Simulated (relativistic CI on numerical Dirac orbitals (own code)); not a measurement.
Forbidden lines of Ir³⁸⁺

Calculated at this level of theory: Dirac-Coulomb-Breit CI, separate exchange-only KLI orbitals for each configuration, model QED (radiative potential, 1s self-energy scaled to tabulated hydrogen-like ionisation energies), unscaled Slater integrals (own radial code, finite nucleus).

CI space (outside the closed core [Ar] 3d10): 4s²4p⁶4d³, 4s²4p⁶4d²4f, 4s²4p⁵4d⁴, 4s4p⁶4d⁴, 4s4p⁶4d³4f, 4s²4p⁶4d²5s, 4s²4p⁶4d4f5s, 4s²4p⁶4d²5p, 4s²4p⁶4d²5d, 4s²4p⁵4d³5s, 4s²4p⁶4d4f², 4s²4p⁶4f³, 4s4p⁶4d4f³, 4s²4p⁶4f²5s, 4s²4p⁶4f²5p, 4s²4p⁶4d5s², 4s²4p⁶4f5s², 4s4p⁶4d4f5s², 4s²4p⁶5s²5p. Double excitations out of closed p, d and f shells are left out; levels of such configurations are missing from the list, as are those of other unlisted configurations, and high levels can miss mixing partners. These lack a partner that the ground configuration has and come out too high: 4s²4p⁶4d²5d, 4s²4p⁵4d³5s.

```csv
λ vac (Å),Lower,Upper,Type,A (s⁻¹),E lower (cm⁻¹),E upper (cm⁻¹)
357.58,4s²4p⁶4d³ ⁴F7/2 [8],4s²4p⁶4d³ ²D5/2 [19],M1,4.50e+04,341738,621397
398.51,4s²4p⁶4d³ ⁴P3/2 [10],4s²4p⁶4d³ ²D5/2 [19],M1,8.44e+04,370460,621397
428.48,4s²4p⁶4d³ ²D5/2 [12],4s²4p⁶4d³ ²D5/2 [19],M1,7.06e+04,388015,621397
434.25,4s²4p⁶4d³ ²G7/2 [4],4s²4p⁶4d³ ²F7/2 [15],M1,2.24e+04,190761,421044
446.93,4s²4p⁶4d³ ²G7/2 [4],4s²4p⁶4d³ ²D5/2 [14],M1,3.49e+04,190761,414509
462.13,4s²4p⁶4d³ ⁴P3/2 [10],4s²4p⁶4d³ ²D3/2 [18],M1,8.39e+04,370460,586848
463.74,4s²4p⁶4d³ ⁴F5/2 [2],4s²4p⁶4d³ ⁴P3/2 [10],M1,5.94e+04,154822,370460
467.20,4s²4p⁶4d³ ⁴P5/2 [7],4s²4p⁶4d³ ²D3/2 [16],M1,7.28e+04,266449,480491
470.25,4s²4p⁶4d³ ⁴P3/2 [3],4s²4p⁶4d³ ²D5/2 [12],M1,7.15e+04,175363,388015
498.05,4s²4p⁶4d³ ⁴F7/2 [8],4s²4p⁶4d³ ²G9/2 [17],M1,1.20e+05,341738,542523
500.41,4s²4p⁶4d³ ²H9/2 [6],4s²4p⁶4d³ ²H11/2 [13],M1,4.23e+04,194588,394422
512.56,4s²4p⁶4d³ ⁴P3/2 [3],4s²4p⁶4d³ ⁴P3/2 [10],M1,1.28e+05,175363,370460
532.50,4s²4p⁶4d³ ⁴P1/2 [5],4s²4p⁶4d³ ²P1/2 [11],M1,1.29e+05,192990,380783
535.00,4s²4p⁶4d³ ⁴F5/2 [2],4s²4p⁶4d³ ⁴F7/2 [8],M1,1.43e+05,154822,341738
543.82,4s²4p⁶4d³ ⁴F9/2 [9],4s²4p⁶4d³ ²G9/2 [17],M1,8.44e+04,358639,542523
570.25,4s²4p⁶4d³ ⁴F3/2 [1],4s²4p⁶4d³ ⁴P3/2 [3],M1,7.43e+04,0,175363
595.67,4s²4p⁶4d³ ²G7/2 [4],4s²4p⁶4d³ ⁴F9/2 [9],M1,3.80e+04,190761,358639
609.56,4s²4p⁶4d³ ²H9/2 [6],4s²4p⁶4d³ ⁴F9/2 [9],M1,6.29e+04,194588,358639
645.90,4s²4p⁶4d³ ⁴F3/2 [1],4s²4p⁶4d³ ⁴F5/2 [2],M1,9.19e+04,0,154822
662.35,4s²4p⁶4d³ ²G7/2 [4],4s²4p⁶4d³ ⁴F7/2 [8],M1,3.23e+04,190761,341738
```

Terms are leading LS components. Brackets give the number of a level in order of energy, since labels repeat. The list gives strong lines, with weight on those to low levels, among the lowest 200 of 2172 levels, so that lines to higher ones, which can be the strongest, are missing. Levels whose partners in the same complex of configurations lie outside the list can be far off, and so can their lines. Rates are taken at the computed energies, electric ones in the length gauge.

At this charge energies of transitions that change n are usually good to better than 1 %, and those within a shell (Δn = 0) to a few per cent. Terms inside the open d or f shell come out 10 to 20 % too wide with unscaled integrals.

LS names give the leading component of a level, which can be under half, so a name can repeat, a term be missing and a line seem to break the LS rules.
